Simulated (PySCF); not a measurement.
**Electron correlation in Zr (zirconium, neutral)**

[Kr] 4d2 5s2, high-spin 3F determinant. All numbers are calculated (PySCF 2.14, scalar relativity through the core potential, in aug-cc-pwCVDZ-PP with ECP28MDF). Frozen: 4s2 4p6; 4 electrons correlated.

MP2 pair energies summed by pair of shells (mhartree):

```
 pair  energy  share (%)
4d-5s  -20.58       47.3
5s-5s  -19.28       44.3
4d-4d   -3.64        8.4
```

Total MP2 correlation energy: -43.51 mhartree.

Same-spin part -11.07 and opposite-spin part -32.44 mhartree; SCS-MP2 scales them by 1/3 and 6/5 to -42.61 mhartree.
